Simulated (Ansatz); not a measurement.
Mulliken charges of `C=N[SiH](O)Br` from B3LYP/def2-TZVPP in Ansatz (PBE0-D4/def2-TZVP geometry).

```json
{"atom": "C1", "x (Å)": "0.935", "y (Å)": "1.302", "z (Å)": "0.792", "charge (e)": "-0.085"}
{"atom": "N2", "x (Å)": "0.634", "y (Å)": "0.593", "z (Å)": "-0.202", "charge (e)": "-0.253"}
{"atom": "Si3", "x (Å)": "-0.621", "y (Å)": "-0.596", "z (Å)": "-0.221", "charge (e)": "0.634"}
{"atom": "O4", "x (Å)": "-0.044", "y (Å)": "-1.995", "z (Å)": "-0.815", "charge (e)": "-0.375"}
{"atom": "Br5", "x (Å)": "-2.215", "y (Å)": "0.243", "z (Å)": "-1.513", "charge (e)": "-0.233"}
{"atom": "H6", "x (Å)": "1.755", "y (Å)": "2.026", "z (Å)": "0.725", "charge (e)": "0.111"}
{"atom": "H7", "x (Å)": "0.423", "y (Å)": "1.256", "z (Å)": "1.766", "charge (e)": "0.090"}
{"atom": "H8", "x (Å)": "-1.204", "y (Å)": "-0.910", "z (Å)": "1.101", "charge (e)": "-0.085"}
{"atom": "H9", "x (Å)": "0.425", "y (Å)": "-1.964", "z (Å)": "-1.651", "charge (e)": "0.195"}
```

Problem. By hand: the dipole of these point charges (1 e Å = 4.8032 D).

Solution. Σ q r = (0.317, 0.085, 0.326) e Å, of length 0.463 e Å = 2.22 D.

Problem. How does the dipole of the full density compare? (Best estimate.)

Solution. Computed: (0.321, 0.146, 0.235) e Å, 2.04 D; the point charges give 1.09 times that, at 13° from its direction.

Point charges leave out the atoms' own dipoles, such as those of lone pairs, and Mulliken's split depends on the basis, so the close match here is no proof of good charges.

B3LYP here is the variant with VWN-RPA as its local correlation; programs differ in this.
